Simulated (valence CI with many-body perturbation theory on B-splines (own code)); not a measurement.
## Pd XLII: magnetic and hyperfine properties of the levels

Calculated by relativistic CI+MBPT: three valence electrons over a frozen Dirac-Fock core [He], a basis of 11 s, 11 p, 10 d, 8 f, 5 g, 2 h functions for each j, with the one-electron correlation potential Σ1, the two-electron term Σ2, the three-electron term Σ3, Breit, model QED; selected CI, second order for the rest, scaled by the run's own slope (own B-spline code, finite nucleus).

No measured spectrum was set against this ion. As an estimate, large intervals hold to a few tenths of a per cent, small ones and those within an open d or f shell to about a per cent.

A/g_I is the dipole constant over the nuclear g factor μ/I (μ in nuclear magnetons, uniformly magnetised nucleus), B/Q the quadrupole constant per barn. Both hold the static response of the core; the bare values leave it out. Large factors of s and p1/2 electrons are usually good to 5 to 10 %; those of open d and f shells near neutrality can be off by tens of per cent, and small factors of p3/2, d and f electrons come from cancelling terms and can be off by a factor of two or in sign, in half-filled shells by more. B is blank for J = 1/2, where it vanishes, and for nearly pure S terms. Energies count from the lowest level.

Levels are named by their leading jj configuration (3d3/2^4 stands for four electrons in 3d with j = 3/2), which in mixed levels can hold well under half, so a name can repeat and another be missing. Letters in brackets count levels of one name in rising energy.

```
                     Level  E (Ry)      g  A/g_I (MHz)  A/g_I bare  B/Q (MHz/b)  B/Q bare
        (2s^2 2p1/2) J=1/2    0.00  0.648      1130000     1120000                       
        (2s 2p1/2^2) J=1/2    9.40  2.290      3250000     3210000                       
        (2s^2 2p3/2) J=3/2   13.06  1.321       186000      191000       350000    350000
(2s 2p1/2 2p3/2) J=3/2 [a]   19.70  1.676       900000      896000       278000    278000
    (2s 2p1/2 2p3/2) J=5/2   21.63  1.387      1020000     1020000       158000    158000
(2s 2p1/2 2p3/2) J=3/2 [b]   24.73  0.944         -158        9660       261000    262000
    (2s 2p1/2 2p3/2) J=1/2   24.97  1.167      -912000     -887000                       
        (2s 2p3/2^2) J=5/2   34.12  1.386       869000      863000       191000    192000
     (2p1/2^2 2p3/2) J=3/2   35.10  1.402       155000      168000       302000    303000
        (2s 2p3/2^2) J=1/2   38.59  1.837      3470000     3410000                       
        (2s 2p3/2^2) J=3/2   38.68  1.208      -457000     -437000      -121000   -121000
     (2p1/2 2p3/2^2) J=3/2   46.33  1.419        -9330        4860        70400     70600
     (2p1/2 2p3/2^2) J=5/2   47.58  1.186       366000      372000        -1690     -1690
     (2p1/2 2p3/2^2) J=1/2   49.94  0.648      1140000     1120000                       
           (2p3/2^3) J=3/2   61.48  1.275       183000      192000      -371000   -372000
           (2s^2 3s) J=1/2  266.35  1.995      1030000     1020000                       
        (2s^2 3p1/2) J=1/2  269.71  0.670       326000      323000                       
   (2s 2p1/2 3s) J=1/2 [a]  272.91  2.424      2010000     1990000                       
        (2s^2 3p3/2) J=3/2  273.14  1.405       666000      659000        57900     58000
       (2s 2p1/2 3s) J=3/2  274.48  1.520      1240000     1230000       -47700    -47800
   (2s 2p1/2 3s) J=1/2 [b]  275.19  0.746      1680000     1660000                       
(2s 2p1/2 3p1/2) J=1/2 [a]  275.77  0.251      -227000     -219000                       
        (2s^2 3d3/2) J=3/2  276.17  0.837       268000      265000        12700     12900
    (2s 2p1/2 3p1/2) J=3/2  277.03  1.114      1380000     1360000       -77800    -78000
        (2s^2 3d5/2) J=5/2  277.38  1.196        20700       20600        27500     27800
(2s 2p1/2 3p1/2) J=1/2 [b]  278.50  2.063      3450000     3400000                       
(2s 2p1/2 3p3/2) J=3/2 [a]  280.15  1.416       204000      203000        93100     93200
    (2s 2p1/2 3p3/2) J=1/2  281.12  1.264     -1220000    -1200000                       
    (2s 2p1/2 3p3/2) J=5/2  281.35  1.354       927000      917000        12500     12500
(2s 2p1/2 3p3/2) J=3/2 [b]  281.60  1.242       508000      504000        85700     85900
(2s 2p1/2 3d3/2) J=3/2 [a]  282.15  0.542      -319000     -313000        28300     28500
    (2s 2p1/2 3d3/2) J=5/2  283.22  1.059       670000      661000       -32900    -32800
(2s 2p1/2 3d5/2) J=5/2 [a]  283.91  1.358       477000      470000        19900     20200
    (2s 2p1/2 3d3/2) J=1/2  284.13  0.384     -1380000    -1370000                       
(2s 2p1/2 3d3/2) J=3/2 [b]  284.19  1.269       711000      701000        52200     52400
    (2s 2p1/2 3d5/2) J=7/2  284.90  1.254       657000      649000       -70900    -70800
(2s 2p1/2 3d5/2) J=5/2 [b]  285.60  1.107       224000      222000       123000    124000
    (2s 2p1/2 3d5/2) J=3/2  285.63  1.027      -616000     -609000         4300      4490
        (2p1/2^2 3s) J=1/2  285.63  2.016       790000      781000                       
       (2s 2p3/2 3s) J=5/2  286.06  1.503       876000      869000       304000    305000
```

(1) Take the isotope of mass number 105, with I = 5/2, μ = -0.642 μN and Q = 0.66 b. What is the hyperfine structure of (2s 2p1/2 2p3/2) J=5/2?

Answers

(1) From the table A = -263000 MHz, B = 104000 MHz. Shifts from the centre of gravity in MHz: F = 0: 2370000, F = 1: 2090000, F = 2: 1520000, F = 3: 693000, F = 4: -365000, F = 5: -1620000.
